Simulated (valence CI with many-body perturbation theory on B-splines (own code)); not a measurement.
Level structure of Re70+

Calculated by configuration interaction combined with many-body perturbation theory (CI+MBPT): three valence electrons over a frozen Dirac-Fock core [He], a basis of 11 s, 11 p, 10 d, 8 f, 5 g, 2 h functions for each j, with the one-electron correlation potential Σ1 (screened to all orders), the two-electron term Σ2, the three-electron term Σ3, Breit, model QED; selected single and double excitations, second order for the rest, scaled by the run's own slope (own B-spline code, finite nucleus).

No measured spectrum was set against this ion. As an estimate, large intervals hold to a few tenths of a per cent, small ones and those within an open d or f shell to about a per cent.

Levels 1 to 45 of 165, with energies above the lowest level, (2s^2 2p1/2) J=1/2. "Leading %" is the weight of the configuration and term that name the level; weights of strongly mixed levels are sums over their largest components and can fall short. In the jj column 3d3/2^4 stands for four electrons in 3d with j = 3/2. Lifetimes count E1, E2, E3, M1 and M2 decay at the calculated energies, and are blank where another channel may lead or the interval is too uncertain; long ones can be off by a factor of two.

```tsv
No.	Configuration	Term	J	E (× 10³ cm⁻¹)	Leading %	Lifetime	g	Leading jj
1	2s²2p	²P°	1/2	0.00	100		0.614	2s^2 2p1/2 (100 %)
2	2s2p²	⁴P	1/2	2239.9	49	38.3 ps	2.021	2s 2p1/2^2 (100 %)
3	2s²2p	²P°	3/2	12547	99	16.5 ps	1.296	2s^2 2p3/2 (99 %)
4	2s2p²	⁴P	3/2	14127	90	7.35 ps	1.616	2s 2p1/2 2p3/2 (100 %)
5	2s2p²	²D	5/2	14457	64	110 ps	1.303	2s 2p1/2 2p3/2 (100 %)
6	2s2p²	²P	1/2	15057	68	68.6 fs	1.270	2s 2p1/2 2p3/2 (100 %)
7	2s2p²	²D	3/2	15073	61	75.0 fs	0.972	2s 2p1/2 2p3/2 (100 %)
8	2p³	²P°	3/2	17394	49	99.2 fs	1.309	2p1/2^2 2p3/2 (99 %)
9	2s2p²	⁴P	5/2	26817	64	324 fs	1.415	2s 2p3/2^2 (100 %)
10	2s2p²	²S	1/2	27717	68	87.2 fs	1.917	2s 2p3/2^2 (100 %)
11	2s2p²	²P	3/2	27722	59	46.9 fs	1.166	2s 2p3/2^2 (100 %)
12	2p³	⁴S°	3/2	29532	55	48.6 fs	1.431	2p1/2 2p3/2^2 (100 %)
13	2p³	²D°	5/2	29715	100	51.3 fs	1.160	2p1/2 2p3/2^2 (100 %)
14	2p³	²P°	1/2	30192	100	45.3 fs	0.614	2p1/2 2p3/2^2 (100 %)
15	2p³	²P°	3/2	42434	51	32.5 fs	1.285	2p3/2^3 (100 %)
16	2s²3s	²S	1/2	88478	98	3.16 fs	1.980	2s^2 3s (98 %)
17	2s²3p	²P°	1/2	89217	96	82.8 fs	0.657	2s^2 3p1/2 (96 %)
18	2s2p3s	⁴P°	1/2	89976	85	3.52 fs	2.348	2s 2p1/2 3s (99 %)
19	2s2p3s	⁴P°	3/2	90206	58	3.16 fs	1.526	2s 2p1/2 3s (100 %)
20	2s2p3s	²P°	1/2	90463	95	4.05 fs	0.692	2s 2p1/2 3s (99 %)
21	2s2p3p	⁴D	1/2	90599	72	4.60 fs	0.260	2s 2p1/2 3p1/2 (100 %)
22	2s2p3p	⁴D	3/2	90834	39	1.83 fs	1.082	2s 2p1/2 3p1/2 (100 %)
23	2s2p3p	⁴P	1/2	91213	45	3.49 fs	1.906	2s 2p1/2 3p1/2 (99 %)
24	2p²3s	⁴P	1/2	92659	44	3.97 fs	1.976	2p1/2^2 3s (97 %)
25	2s²3p	²P°	3/2	92921	98	62.9 fs	1.318	2s^2 3p3/2 (98 %)
26	2p²3p	²P°	1/2	93243	46	1.05 fs	0.642	2p1/2^2 3p1/2 (97 %)
27	2s²3d	²D	3/2	93403	98	525 as	0.784	2s^2 3d3/2 (98 %)
28	2s²3d	²D	5/2	94378	91	629 as	1.194	2s^2 3d5/2 (91 %)
29	2s2p3p	⁴P	3/2	94406	31	5.27 fs	1.386	2s 2p1/2 3p3/2 (100 %)
30	2s2p3p	²D	5/2	94687	41	7.27 fs	1.302	2s 2p1/2 3p3/2 (92 %)
31	2s2p3p	²D	3/2	94702	42	2.37 fs	1.241	2s 2p1/2 3p3/2 (100 %)
32	2s2p3p	²P	1/2	94740	44	1.52 fs	1.334	2s 2p1/2 3p3/2 (98 %)
33	2s2p3d	⁴F°	3/2	94789	69	2.06 fs	0.571	2s 2p1/2 3d3/2 (100 %)
34	2s2p3d	⁴F°	5/2	95046	40	3.17 fs	0.999	2s 2p1/2 3d3/2 (99 %)
35	2s2p3d	²P°	3/2	95195	30	442 as	1.151	2s 2p1/2 3d3/2 (99 %)
36	2s2p3d	⁴D°	1/2	95227	53	447 as	0.437	2s 2p1/2 3d3/2 (99 %)
37	2s2p3d	⁴P°	5/2	95866	33	588 as	1.299	2s 2p1/2 3d5/2 (100 %)
38	2s2p3d	²F°	7/2	96109	40	601 as	1.219	2s 2p1/2 3d5/2 (100 %)
39	2s2p3d	²F°	5/2	96206	47	603 as	1.074	2s 2p1/2 3d5/2 (99 %)
40	2s2p3d	²P°	3/2	96211	39	610 as	1.120	2s 2p1/2 3d5/2 (96 %)
41	2p²3p	²P°	3/2	97080	34	2.14 fs	1.316	2p1/2^2 3p3/2 (96 %)
42	2p²3d	²D	3/2	97432	43	3.17 fs	0.781	2p1/2^2 3d3/2 (98 %)
43	2p²3d	²D	5/2	98520	36	612 as	1.186	2p1/2^2 3d5/2 (98 %)
44	2s2p3s	⁴P°	5/2	102560	100	4.62 fs	1.563	2s 2p3/2 3s (100 %)
45	2s2p3s	²P°	3/2	102790	76	2.77 fs	1.384	2s 2p3/2 3s (100 %)
```

The ionisation energy to 2s² ¹S0 of the next ion comes out as 19416 eV (NIST: 19420 ± 60 eV (theoretical)). All 165 levels together are meant to be complete up to 128340 × 10³ cm⁻¹.
